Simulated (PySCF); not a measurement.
boron phosphide flake of 1 rings (benzene shape) `B1PBPBP1`, neutral singlet in the gas phase. The geometry has D3h symmetry (within 0.05 Å) and had no frequency check at the DFT level, so a distortion to lower symmetry isn't ruled out.

Cartesian coordinates (Å):
```xyz
12

B     -1.6260     0.9391    -0.0020
P     -1.5516    -0.8956    -0.0069
B     -0.0003    -1.8777     0.0010
P      1.5514    -0.8960    -0.0044
B      1.6263     0.9386     0.0006
P      0.0003     1.7916    -0.0065
H     -2.6649     1.5389    -0.0025
H     -2.7701    -1.5987     0.0041
H     -0.0004    -3.0773     0.0026
H      2.7697    -1.5995     0.0086
H      2.6652     1.5382     0.0017
H      0.0005     3.1984     0.0035
```
Charge 0, spin multiplicity 1.

All levels are single points at this geometry (B3LYP-D3(BJ)/def2-SVP); Pople sets use spherical d functions. Orbital energies aren't observables, and empty levels follow the basis.

B3LYP/3-21G in PySCF gives HOMO (eV) = -6.56.

Q: Estimate the HOMO (eV) from each of these levels: ωB97X-D3(BJ)/def2-SVP in PySCF; B3LYP/6-311+G** in PySCF; B3LYP/LANL2DZ in PySCF; HF/6-31G* in PySCF; HF/STO-3G in PySCF.

A: 
```
level                           HOMO (eV)
------------------------------  ---------
ωB97X-D3(BJ)/def2-SVP in PySCF      -8.74
B3LYP/6-311+G** in PySCF            -6.55
B3LYP/LANL2DZ in PySCF              -6.56
HF/6-31G* in PySCF                  -8.41
HF/STO-3G in PySCF                  -5.51
```
